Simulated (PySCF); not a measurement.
## Exercise with solution: entropy of an ideal gas

C2, SMILES [C]=[C] (connectivity only; charge and spin as stated), neutral, multiplicity 1.

The structure is a stationary point at PBE0-D3(BJ)/def2-TZVPD.

PySCF with PBE0-D3(BJ)/def2-TZVPD gives the harmonic wavenumbers 1901 cm⁻¹ and the rotational temperature 2.6005 K. The molar mass is 24.02 g/mol, the symmetry number 2, the spin multiplicity 1.

Problem. Work out the entropy at 298.15 K and 1 atm in the rigid-rotor, harmonic-oscillator model.

Solution. 
Translation (Sackur–Tetrode at 1 atm): S = R[1.5 ln M + 2.5 ln T − 1.16487] = 148.4 J/(mol K).
Rotation: q = T/(σ θ) = 57.3, S = R[ln q + 1] = 42.0 J/(mol K).
Vibration: with u = 1.4388 ν/T, each mode gives R[u/(e^u − 1) − ln(1 − e^−u)]:
```csv
ν (cm⁻¹),modes,u,S (J/(mol K))
1901,1,9.17,0.01
```
These are all the modes. Sum 0.0 J/(mol K).
Spin: R ln 1 = 0.0 J/(mol K).
Total 190.4 J/(mol K); the program's own thermochemistry gives 190.4. Translation makes up 78 % and vibration 0 %. Anharmonicity, hindered rotation and orbital degeneracy are left out.
